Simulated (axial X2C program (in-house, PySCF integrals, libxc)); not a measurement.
Nuclear properties of HfSH

Computed with an in-house all-electron X2C program for linear molecules (integrals from PySCF): two-component X2C with atomic mean-field Coulomb and Gaunt terms, Gaussian nuclei, basis Hf dyall-v3z, S dyall-av3z, H dyall-v3z with contracted cores.

Hf–S–H held linear, with bonds 2.333 and 1.345 Å (near the PBE0 minimum at charge 0 of the determinant lowest at the starting distance; the state shown can have its own minimum elsewhere, held linear; other orders of the atoms were not compared).

Determinant lowest in the PBE0 search, Ω = 3/2 (⟨Sz⟩ = -0.47, ⟨Lz⟩ = 1.97 at PBE0), spin on the atoms Hf -0.51, S 0.03, H 0.02:

```json
{"level": "PBE0", "Eeff magnitude (GV/cm)": "25.7", "Ws magnitude Hf (kHz)": "16.5", "A∥/gI Hf (MHz)": "855", "qzz Hf (a.u.)": "-1.79", "A∥/gI S (MHz)": "55.3", "qzz S (a.u.)": "1.58", "A∥/gI H (MHz)": "3.82", "qzz H (a.u.)": "0.23", "μ (D)": "0.39"}
{"level": "HF", "Eeff magnitude (GV/cm)": "74.2", "Ws magnitude Hf (kHz)": "48.5", "A∥/gI Hf (MHz)": "15.7", "qzz Hf (a.u.)": "-3.18", "A∥/gI S (MHz)": "30.6", "qzz S (a.u.)": "1.59", "A∥/gI H (MHz)": "2.26", "qzz H (a.u.)": "0.23", "μ (D)": "0.57"}
{"level": "TPSSh", "Eeff magnitude (GV/cm)": "25", "Ws magnitude Hf (kHz)": "15.9", "A∥/gI Hf (MHz)": "864", "qzz Hf (a.u.)": "-1.78", "A∥/gI S (MHz)": "61.9", "qzz S (a.u.)": "1.62", "A∥/gI H (MHz)": "4.89", "qzz H (a.u.)": "0.23", "μ (D)": "0.58"}
```

Eeff is the effective electric field on the electron electric dipole moment in this Ω state and Ws the scalar–pseudoscalar constant of the nucleus named (defined with the proton number Z and per Ω); A∥ (defined per Ω) follows by multiplying with gI = μI/(I μN); qzz is the electric field gradient, eQq0 = 234.96 MHz × Q/barn × qzz; μ is positive if the H end (last atom) is positive. The operators were transformed with the bare-nucleus X2C matrices; with these basis sets, hyperfine constants and field gradients can be off by tens of per cent, and where levels differ in sign neither size nor sign is settled.

Problem. With Q(177Hf) = 3.365 barn, Q(33S) = -0.0694 barn (Q from Pyykkö, Mol. Phys. 2018), turn the PBE0 values of the first state into constants in MHz.

Solution. eQq0(177Hf) = 234.96 × (3.365) × (-1.79) = -1420 MHz; eQq0(33S) = 234.96 × (-0.0694) × (1.58) = -25.8 MHz.

The molecule was held linear; bending was not examined, so a bent shape may lie lower. Hydrosulfides and their kin are strongly bent in nature, so this linear model does not describe the real molecule.

Each state is one determinant with collinear spin. Unrestricted Hartree–Fock can overshoot spin polarisation at the nuclei. Where Eeff spreads by more than a factor of two the levels disagree and none is to be relied on. States lie within half an eV, so the first need not be the ground state. Further determinants of the search, some of them spin-mixed, are not shown. Where a field gradient or hyperfine factor spreads by more than a factor of two over the levels, a constant derived from it is not to be relied on.
